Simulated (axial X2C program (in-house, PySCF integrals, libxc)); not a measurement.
## What spin–orbit coupling does to TiS⁻

Computed with an in-house relativistic program for diatomic molecules. Spin-free means the one-electron spin-free X2C Hamiltonian; two-component (2c) means X2C with spin–orbit coupling and atomic mean-field two-electron Coulomb and Gaunt terms, so the difference of the two also holds small scalar two-electron terms. Basis: Ti dyall-acv3z [11s11p7d4f2g], S dyall-av3z [9s8p3d2f] (cores contracted in-house); Gaussian nuclei, density fitting, unrestricted open shells. Masses: Ti 47.948 u, S 31.972 u.

Spin-free state: M_S = 1/2, Λ = 2 (beyond evenly filled blocks: δ+α); fragments Ti + S-.

| level | Re (Å) | ωe (cm⁻¹) | De (eV) | μ (D) |
| --- | --- | --- | --- | --- |
| HF | 2.253 | 431.4 | 2.180 | -1.96 |

Dipoles are positive if S is the positive end and refer to the centre of mass.

(1) Within this multiplet, which Ω should lie lowest by the rule for regular and inverted multiplets?

Two-component determinant lowest at the distance of the search:

Ω = 3/2 (⟨Sz⟩ = -0.50, ⟨Lz⟩ = 2.00 at HF); fragments Ti + S-.

```csv
level,Re (Å),ωe (cm⁻¹),μ (D)
HF,2.254,431.0,-1.96
```

(2) From the two tables, how do the constants change at the HF level (2c against spin-free)?

De is counted from the lowest determinant-based energies of the atoms at the same level, without counterpoise correction. De is not given where an atomic determinant may have missed its ground term or J level, or where the truncated virtual space spoils (T). The state is one determinant with fixed occupations, lowest in a PBE0 search at one distance only: followed along the bond, the 2c determinant Ω = 5/2 reaches 0.05 eV lower at PBE0, at Re = 2.125 Å, so the state shown is not the lowest. The determinant is spin-polarised beyond a pure state at some levels (its spin-free form has ⟨S²⟩ too high), which makes Re and μ there less reliable. Hartree–Fock gets electron affinities wrong, so its lowest charge split need not be the true one.

## Answers

(1) The open δ shell holds one electron, so the multiplet is regular: Ω = Λ − 1/2 = 3/2. The PBE0 2c search agrees, though Ω = 5/2 of the search lies only 0.03 eV higher.

(2) At the HF level Re is unchanged within 0.001 Å and ωe falls by 0.4 cm⁻¹.
